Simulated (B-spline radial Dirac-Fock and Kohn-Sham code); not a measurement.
## Radiative decay of the 2s hole in Br³⁺

System: the Br³⁺ ion, [Ar] 3d10 4s2 4p2.

Level of theory: one-electron (LDA, Dirac) transition rates at Dirac-Fock energies; a radial atomic solver.

| line | multipole | energy (eV) | rate (s⁻¹) | share (%) |
| --- | --- | --- | --- | --- |
| L1-L2 | E1 | 190.9 | 6.98e+10 | 0.315 |
| L1-L3 | E1 | 237.6 | 2.77e+11 | 1.25 |
| Lβ4 (L1-M2) | E1 | 1596.5 | 7.43e+12 | 33.5 |
| Lβ3 (L1-M3) | E1 | 1603.4 | 1.33e+13 | 60.1 |
| L1-M4 | E2 | 1719.9 | 4.36e+10 | 0.197 |
| L1-M5 | E2 | 1720.9 | 6.48e+10 | 0.293 |
| Lγ2 (L1-N2) | E1 | 1792.8 | 3.37e+11 | 1.52 |
| Lγ3 (L1-N3) | E1 | 1793.5 | 6.14e+11 | 2.77 |

The listed lines hold 100.0 % of the radiative rate. The radiative width is 0.0146 eV in the length form and 0.0145 eV in the velocity form; the two differ because the transition energies are not eigenvalue differences of the potential that gave the orbitals.

Values without a named source are computed, but for edge energies of neutral atoms, which are taken from tables.
